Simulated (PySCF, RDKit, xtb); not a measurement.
Pair of molecules: C2H2 (SMILES C#C) (first 4 atoms) with C2H6O (SMILES COC); geometry from B3LYP-D3(BJ)/def2-TZVP, rigid monomers moved along the line of their centres of mass till H4···O6 is 1.91 Å.
(charge 0, multiplicity 1):
| atom | x (Å) | y (Å) | z (Å) |
|---|---|---|---|
| C | 0.5363 | 0.0417 | -0.2194 |
| C | 0.0530 | 0.0058 | 0.8766 |
| H | 0.9640 | 0.0733 | -1.1915 |
| H | -0.3742 | -0.0248 | 1.8575 |
| C | -0.4398 | 1.3633 | 4.1506 |
| O | -0.7171 | 0.0407 | 3.7349 |
| C | 0.1409 | -0.9093 | 4.3354 |
| H | 0.5839 | 1.6572 | 3.8875 |
| H | -0.5695 | 1.4720 | 5.2341 |
| H | -1.1422 | 2.0189 | 3.6388 |
| H | 1.1902 | -0.7155 | 4.0806 |
| H | -0.1435 | -1.8894 | 3.9565 |
| H | 0.0366 | -0.9010 | 5.4271 |

Counterpoise-corrected where a basis set is named; no monomer relaxation. Rows marked so take none.

Rows in STO-3G carry no dispersion term and start afresh at each structure.

The values were computed with PySCF for STO-3G rows; RDKit for the force fields; xtb for the GFN methods. 

Estimate the interaction energy that MMFF94 returns for this input.

6.2 kcal/mol

Give the interaction energy at the level GFN1-xTB.

0.8 kcal/mol

Predict the interaction energy from HF/STO-3G (no counterpoise).

-2.5 kcal/mol
